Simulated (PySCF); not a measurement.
CH₄O₃. Atoms are numbered in the order given.

```xyz
8

O     -0.1597    -0.7133     1.0986
C      0.3447    -0.0202     0.0000
O     -0.0361     1.3341     0.0000
O     -0.1597    -0.7133    -1.0986
H      0.1632    -0.2377     1.8855
H      1.4663     0.0165     0.0000
H     -1.0167     1.3200     0.0000
H      0.1632    -0.2377    -1.8855
```
Charge 0, spin multiplicity 1.

Geometry optimised at PBE-D3(BJ)/def2-SVP. The values are those of a single conformer.

Method: PBE-D3(BJ)/def2-SVP (PySCF).

No scaling factor is applied to the harmonic values.

```csv
mode,ν (cm⁻¹),IR (km/mol),moving atoms (share of kinetic energy)
1,172,25.5,"H 86 %, O 14 %"
2,375,24.7,"H 65 %, O 31 %"
3,386,184.6,H 93 %
4,504,37.9,"O 75 %, H 20 %"
5,575,87.8,"O 56 %, H 42 %"
6,639,38.7,"O 57 %, C 23 %, H 20 %"
7,978,63.4,"O 52 %, H 24 %, C 23 %"
8,1030,167.9,"C 46 %, O 31 %, H 23 %"
9,1054,378.3,"O 41 %, H 33 %, C 27 %"
10,1202,0.9,"H 85 %, C 8 %"
11,1262,1.0,"H 67 %, C 26 %"
12,1297,112.0,"H 74 %, O 17 %, C 9 %"
13,1393,133.9,"H 76 %, C 18 %"
14,1401,33.9,"H 59 %, C 37 %"
15,2882,108.5,H 92 %
16,3633,19.6,H 94 %
17,3730,81.7,H 94 %
18,3730,6.8,H 94 %
```
